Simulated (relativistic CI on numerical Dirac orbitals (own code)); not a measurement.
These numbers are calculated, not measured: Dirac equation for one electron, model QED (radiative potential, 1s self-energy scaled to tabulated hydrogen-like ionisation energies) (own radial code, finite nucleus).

Configurations in the expansion: 1s, 2s, 2p, 3s, 3p, 3d, 4s, 4p, 4d, 4f, 5s, 5p, 5d, 5f, 5g, 6s, 6p, 6d. Levels of other configurations are missing.

Outline of the computed level scheme of N VII. Lowest level of each configuration: 1s ²S1/2 at 0.000 eV; 2p ²P°1/2 at 500.247 eV; 2s ²S1/2 at 500.252 eV; 3p ²P°1/2 at 592.925 eV; 3s ²S1/2 at 592.927 eV; 3d ²D3/2 at 592.957 eV; 4p ²P°1/2 at 625.358 eV; 4s ²S1/2 at 625.359 eV; 4d ²D3/2 at 625.372 eV.

Some strong electric-dipole decays among the lowest 14 levels: 2p ²P°1/2 → 1s ²S1/2 (1.5e+12 s⁻¹); 2p ²P°3/2 → 1s ²S1/2 (1.5e+12 s⁻¹); 3p ²P°3/2 → 1s ²S1/2 (4.0e+11 s⁻¹); 3p ²P°1/2 → 1s ²S1/2 (4.0e+11 s⁻¹); 4p ²P°3/2 → 1s ²S1/2 (1.6e+11 s⁻¹); 4p ²P°1/2 → 1s ²S1/2 (1.6e+11 s⁻¹); 3d ²D5/2 → 2p ²P°3/2 (1.6e+11 s⁻¹); 3d ²D3/2 → 2p ²P°1/2 (1.3e+11 s⁻¹).
